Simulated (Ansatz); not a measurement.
Total energies of Cu3Te6 (the lowest doublet isomer of a short search) from Ansatz at B97M-V/def2-SVP, gas phase (1 Eh = 27.2114 eV = 2625.5 kJ/mol). The reference geometry is relaxed at PBE-D4/def2-SVP.

| atom | x (Å) | y (Å) | z (Å) |
| --- | --- | --- | --- |
| Cu1 | -0.7409 | 0.5846 | -0.7870 |
| Cu2 | 0.9477 | -1.0947 | 0.1339 |
| Cu3 | -1.3350 | -0.9576 | 1.1105 |
| Te4 | 1.6853 | 0.3485 | -1.8373 |
| Te5 | 0.4630 | 0.1794 | 2.4334 |
| Te6 | -2.5055 | -1.2337 | -1.1220 |
| Te7 | -0.1363 | 2.5178 | 0.9304 |
| Te8 | -0.5560 | -3.1269 | -0.3178 |
| Te9 | 2.1776 | 2.7826 | -0.5443 |

```tsv
state	geometry	energy (Eh)
charge 0 doublet	reference	-6528.27541
charge 1 singlet	reference	-6528.02787
charge -1 singlet	reference	-6528.36798
free Cu atom (doublet)	–	-1639.88771
free Te atom (triplet)	–	-267.96327
```

In the def2 sets Te takes a core potential; there is no spin–orbit coupling.

Question: Work out the vertical ionisation energy to the singlet.

Answer: E(charge 1 singlet) − E(charge 0 doublet) = -6528.02787 − (-6528.27541) = 0.24754 Eh = 6.74 eV. For comparison, −ε of the highest occupied level of the spin that leaves is 4.88 eV at this level, 1.86 eV less.

Question: Work out the vertical electron affinity, to the singlet.

Answer: E(charge 0 doublet) − E(charge -1 singlet) = -6528.27541 − (-6528.36798) = 0.09257 Eh = 2.52 eV. The basis lacks diffuse functions, which makes affinities too small.

Question: Give the fundamental gap IE − EA, the Mulliken electronegativity (IE + EA)/2 and the hardness (IE − EA)/2.

Answer: From the values in Eh: IE − EA = 0.24754 − 0.09257 = 0.15497 Eh = 4.22 eV; (IE + EA)/2 = 4.63 eV; (IE − EA)/2 = 2.11 eV.

Question: What is the binding energy per atom against free atoms?

Answer: Atoms: 3 × (-1639.88771) + 6 × (-267.96327) = -6527.44275 Eh. Binding: -6527.44275 − (-6528.27541) = 0.83266 Eh = 22.66 eV, or 2.52 eV for each of 9 atoms (no zero-point energy, no counterpoise term).

A triplet lies near this restricted singlet, and broken spin symmetry wasn't tried.  

The structure comes from a short search, and lower isomers may exist.
